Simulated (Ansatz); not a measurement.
Coupled-cluster diagnostics for the cluster YAl6⁻, Ansatz.

Geometry of the singlet (r2SCAN-D4/def2-SVPD):

```xyz
7

Y     1.581   -1.593   -0.377
Al    2.059    1.021    0.633
Al    0.185    0.586   -1.503
Al   -1.210   -1.874   -0.843
Al   -2.094    0.410   -0.148
Al   -0.291    1.992    0.723
Al   -0.230   -0.543    1.516
```

In the def2 sets Y takes a core potential; there is no spin–orbit coupling. Correlated methods freeze 30 core orbitals; core or outer-core shells of Y are correlated, in sets that lack core-valence functions. No other spin state of charge -1 was run. The structure comes from a short search, and lower isomers may exist.

Q: Estimate the CCSD(T) correlation energy, the shares of MP2 and (T), T1 and the reference's ⟨S²⟩ for: charge -1, singlet, own geometry in def2-SVPD; and the rough time on 4 threads of Arm Neoverse V2 on a shared host.

A: 
| state | basis | correlation (eV) | MP2 share (%) | (T) share (%) | T1 | ⟨S²⟩ (pure) | wall time | remarks |
| --- | --- | --- | --- | --- | --- | --- | --- | --- |
| charge -1, singlet, own geometry | def2-SVPD | -20.442 | 94.9 | 10.6 | 0.044 | 0.00 (0.00) | 46 s | restricted SCF unstable |
Customary marks for T1 are 0.02 (closed shells), 0.045 (open shells) and about 0.05 (3d metals). T1 exceeds 0.02 in 1 of 1 rows and 0.045 in 0; the higher it lies, the less the single-reference result can be trusted.
